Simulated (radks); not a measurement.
Tl III, configuration [Xe] 4f14 5d9 6s1 6p1 (not the ground configuration). Calculated with a radial shooting solver on a logarithmic mesh with Libxc functionals: scalar-relativistic Kohn-Sham, r2SCAN, spin-polarised, spherical densities, finite nucleus; open shells are filled with parallel spins first (spin-orbit coupling, left out, can overturn this in heavy ions); meta-GGA in the generalised Kohn-Sham scheme; Fermi nuclear charge, rms radius 5.4759 fm.

Radial electron density D(r) = 4 pi r^2 rho(r):

| r (bohr) | D(r) (e/bohr) | spin D(r) |
|---|---|---|
| 0.0007216 | 7.206 | 0.000719 |
| 0.00084 | 9.041 | 0.000900 |
| 0.0009779 | 11.30 | 0.00112 |
| 0.001138 | 14.08 | 0.00139 |
| 0.001325 | 17.46 | 0.00171 |
| 0.001543 | 21.53 | 0.00210 |
| 0.001796 | 26.40 | 0.00255 |
| 0.002091 | 32.15 | 0.00308 |
| 0.002434 | 38.84 | 0.00368 |
| 0.002834 | 46.48 | 0.00434 |
| 0.003326 | 55.51 | 0.00508 |
| 0.003872 | 64.87 | 0.00579 |
| 0.004507 | 74.71 | 0.00647 |
| 0.005247 | 84.62 | 0.00706 |
| 0.006108 | 94.03 | 0.00746 |
| 0.007111 | 102.3 | 0.00761 |
| 0.008279 | 108.5 | 0.00743 |
| 0.009638 | 112.2 | 0.00690 |
| 0.01122 | 112.9 | 0.00609 |
| 0.01306 | 110.8 | 0.00520 |
| 0.01521 | 106.8 | 0.00465 |
| 0.0177 | 102.4 | 0.00499 |
| 0.02061 | 100.1 | 0.00692 |
| 0.02399 | 102.0 | 0.0110 |
| 0.02793 | 109.7 | 0.0174 |
| 0.03251 | 122.5 | 0.0257 |
| 0.03785 | 137.4 | 0.0343 |
| 0.04407 | 149.3 | 0.0417 |
| 0.0513 | 153.1 | 0.0471 |
| 0.05972 | 146.9 | 0.0525 |
| 0.06952 | 133.8 | 0.0627 |
| 0.08159 | 121.7 | 0.0836 |
| 0.09498 | 120.0 | 0.111 |
| 0.1106 | 129.3 | 0.132 |
| 0.1287 | 140.9 | 0.122 |
| 0.1499 | 141.5 | 0.0724 |
| 0.1745 | 125.0 | 0.0102 |
| 0.2031 | 99.53 | -0.00285 |
| 0.2364 | 81.73 | 0.0778 |
| 0.2752 | 81.29 | 0.217 |
| 0.3204 | 91.12 | 0.297 |
| 0.373 | 94.83 | 0.233 |
| 0.4343 | 83.36 | 0.0842 |
| 0.5056 | 61.94 | 0.0226 |
| 0.5886 | 42.08 | 0.165 |
| 0.6852 | 30.44 | 0.451 |
| 0.7977 | 25.60 | 0.709 |
| 0.9286 | 22.71 | 0.835 |
| 1.081 | 18.79 | 0.872 |
| 1.258 | 13.90 | 0.951 |
| 1.465 | 9.295 | 1.12 |
| 1.706 | 5.833 | 1.30 |
| 2.002 | 3.475 | 1.34 |
| 2.33 | 2.098 | 1.20 |
| 2.713 | 1.224 | 0.898 |
| 3.158 | 0.6572 | 0.561 |
| 3.676 | 0.3083 | 0.286 |
| 4.28 | 0.1204 | 0.116 |
| 4.982 | 0.03763 | 0.0371 |
| 5.8 | 0.009025 | 0.00898 |
| 6.753 | 0.001586 | 0.00158 |
| 7.861 | 0.0001938 | 0.000194 |

D(r) has 4 maxima, at r = 0.0108, 0.0505, 0.141, 0.361 bohr, and minima at 0.0209, 0.0898, 0.256 bohr, inside which lie 1.87, 10.98, 30.07 electrons.
